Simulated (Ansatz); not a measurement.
Consider the cleavage of the Si–Ga bond: `N[SiH2][GaH2]` + `N[SiH](O)O` → `N[SiH2]O[SiH](N)O` + `[GaH3]`.

Isolated molecules relaxed with PBE0-D4/def2-TZVP in Ansatz; ΔE leaves out vibrations. CCSD(T)/CBS is the MP2 limit (def2-TZVPP, def2-QZVPP) plus CCSD(T) − MP2 in def2-TZVPP, frozen cores. This one scheme is used for every species. DFT in def2-TZVPP. B3LYP here is the variant with VWN-RPA as its local correlation; programs differ in this. For Ga outer-core shells are correlated without core-valence functions, which leaves a few kJ/mol of doubt a bond. Scalar relativity is left out up to krypton. Each species was taken in one conformer, which may not be the lowest.

`N[SiH2][GaH2]`:

```xyz
9

N     1.516   -0.452   -0.517
Si    0.413    0.606    0.287
Ga   -1.835   -0.212   -0.012
H     1.360   -1.446   -0.481
H     2.502   -0.245   -0.530
H     0.582    1.968   -0.296
H     0.658    0.783    1.758
H    -2.105   -1.701   -0.456
H    -3.092    0.700    0.248
```

`N[SiH](O)O`:

Z-matrix (Å, degrees):
```
Si
O 1 1.639
O 1 1.639 2 116.1
N 1 1.714 2 107.1 3 -119.6
H 1 1.475 2 104.4 3 114.2
H 2 0.959 1 117.1 3 74.9
H 3 0.959 1 117.0 2 -75.2
H 4 1.008 1 119.6 2 171.6
H 4 1.008 1 119.6 2 -46.2
```

`N[SiH2]O[SiH](N)O`:

Cartesian coordinates in Å:
```
N 1.323 -1.242 0.263
Si -0.275 -1.461 0.884
O -1.287 -0.378 0.188
Si -0.927 0.889 -0.790
N -0.090 2.016 0.200
O 0.050 0.468 -2.031
H 1.875 -2.062 0.065
H 1.899 -0.509 0.650
H -0.363 -1.262 2.353
H -0.674 -2.843 0.522
H -2.191 1.359 -1.391
H -0.512 2.317 1.065
H 0.384 2.787 -0.247
H 0.787 -0.079 -1.730
```

`[GaH3]`:

Z-matrix (Å, degrees):
```
Ga
H 1 1.568
H 1 1.568 2 120.0
H 1 1.568 2 120.0 3 -179.9
```

```json
{"level": "ωB97X-V", "ΔE (eV)": "-1.28"}
{"level": "B3LYP", "ΔE (eV)": "-1.17"}
{"level": "CCSD(T)/def2-TZVPP", "ΔE (eV)": "-1.27"}
{"level": "CCSD/CBS(def2)", "ΔE (eV)": "-1.25"}
```

What does CCSD(T)/CBS give? (An estimate is asked.)

Computed: -1.24 eV. The listed levels differ from it by -0.04, 0.07, -0.03, -0.01 eV.

Largest T1 diagnostic among the species: 0.013.

In def2-TZVPP, CCSD(T) changes the Hartree–Fock value by +0.14 eV (the triples alone add +0.01 eV) and MP2 by +0.09 eV. The D4 term adds −0.10 eV with B3LYP and −0.06 eV with PBE0; it sums over pairs of atoms, weighted by their polarisabilities, and B3LYP, whose exchange is more repulsive, gets the larger term.
